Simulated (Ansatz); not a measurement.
AlGaH₃NO (`[NH2][Al]1[O][GaH]1`). Charge 0, multiplicity 1.

```xyz
7

N     1.8508    0.4278   -0.0949
Al    0.1286    0.0826   -0.0356
O    -0.8765   -1.1519    0.5778
Ga   -2.2017   -0.0418   -0.1492
H     2.5697   -0.1632    0.2925
H     2.2551    1.2451   -0.5217
H    -3.7260   -0.3985   -0.0689
```

Task: What are the harmonic wavenumbers in cm⁻¹ at PBE0-D4/def2-TZVP (Ansatz, finite differences of forces, unscaled)? (An estimate is asked.)

Result: The calculation gave: 142, 144, 275, 318, 350, 411, 466, 570, 644, 752, 944, 1555, 1944, 3603, 3698.

Task: Is this a minimum?

Result: Yes, all 15 modes are real.

Task: Give the ideal-gas thermochemistry at 298.15 K and 1 bar (rigid rotor, harmonic oscillator; point group Cs, symmetry number 1).

Result: Zero-point energy 94.6 kJ/mol; H(298) − E = 113.8 kJ/mol; entropy 331.8 J/(mol·K), of which translation 169.5, rotation 109.9, vibration 52.4; G(298) − E = 14.9 kJ/mol.

Task: And at 400, 500, 600, 800 and 1000 K?

Result: 
```csv
T (K),H − E (kJ/mol),S (J/mol/K),G − E (kJ/mol)
400,124.1,361.5,-20.5
500,135.1,386.0,-57.9
600,146.8,407.3,-97.6
800,171.5,442.8,-182.7
1000,197.6,471.9,-274.3
```
